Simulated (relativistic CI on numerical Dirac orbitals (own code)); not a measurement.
V+ in a cubic cluster: L2,3 absorption with charge transfer

Computed with a charge-transfer multiplet model of a cubic metal-ligand cluster with up to one ligand hole, Slater and spin-orbit integrals from Dirac-Coulomb-Breit ions, Slater integrals scaled by 0.8. The ground state mixes d4 with configurations of k ligand holes L, whose averages lie at kΔ + k(k − 1)U_dd/2; a core hole lowers each added d electron by U_cd. 20 K, Lorentzian 0.4 eV and Gaussian 0.3 eV FWHM.

Atomic integrals in eV (Slater integrals scaled, ζ unscaled), ground: F2dd 6.042, F4dd 3.713, zeta_d 0.015; with the core hole: F2dd 6.837, F4dd 4.214, zeta_d 0.025, zeta_core 4.617, F2cd 3.745, G1cd 2.648, G3cd 1.501.

Cluster parameters (eV): Δ = 8.6, U_cd = 5.8, 10Dq = 0.4, 10Dq(ligand) = 1.4, V(eg) = 1.4, V(t2g) = -0.77, final-state hopping factor = 0.8.

| Case | n_d | d4 | d5L | S |
| --- | --- | --- | --- | --- |
| U_dd = 2.4 eV | 4.09 | 0.91 | 0.09 | 2.00 |
| U_dd = 4.5 eV | 4.09 | 0.91 | 0.09 | 2.00 |
| U_dd = 5.9 eV | 4.09 | 0.91 | 0.09 | 2.00 |

Weights, n_d and S are thermal averages at 20 K. Photon energies count from the first peak over 30 % of the highest in each spectrum, which can be another peak from case to case. The parameters are a model scan and need not match a compound or its usual spin state. Peaks in eV (height, largest 100):
- U_dd = 2.4 eV: -2.6 (7), 0.0 (100), 4.5 (20), 5.4 (28), 6.5 (24), 7.9 (44)
- U_dd = 4.5 eV: -2.7 (7), 0.0 (100), 4.4 (21), 5.2 (32), 6.5 (24), 7.8 (45)
- U_dd = 5.9 eV: -2.8 (7), 0.0 (100), 4.4 (22), 5.2 (33), 6.4 (24), 7.9 (46)

Curve for U_dd = 5.9 eV (points under 2 left out, the grid thinned):

(E (eV), Intensity): (-3.4, 2.2), (-3.1, 4.3), (-2.8, 7.2), (-2.4, 7.1), (-2.1, 9.0), (-1.8, 9.7), (-1.5, 11.2), (-1.2, 20.3), (-0.9, 31.0), (-0.5, 54.5), (-0.2, 87.6), (0.1, 97.2), (0.4, 85.8), (0.7, 81.3), (1.1, 72.0), (1.4, 56.5), (1.7, 42.4), (2.0, 38.8), (2.3, 27.7), (2.6, 16.7), (3.0, 9.7), (3.3, 7.9), (3.6, 8.1), (3.9, 10.2), (4.2, 18.0), (4.6, 18.1), (4.9, 20.3), (5.2, 33.3), (5.5, 19.9), (5.8, 12.9), (6.1, 16.3), (6.5, 24.1), (6.8, 19.0), (7.1, 22.8), (7.4, 36.9), (7.7, 44.3), (8.1, 40.1), (8.4, 26.0), (8.7, 18.1), (9.0, 13.0), (9.3, 11.3), (9.6, 9.8), (10.0, 4.9), (10.3, 3.0), (10.6, 2.2)

For the case U_dd = 4.5 eV, Δ = 8.6 eV is larger than U_dd = 4.5 eV, the Mott-Hubbard side of the Zaanen-Sawatzky-Allen scheme. With the core hole the configuration with one ligand hole lies at Δ + U_dd − U_cd = 5.2, 7.3, 8.7 eV from the one without, in the order of the table; where this is negative the screened configuration lies lower.
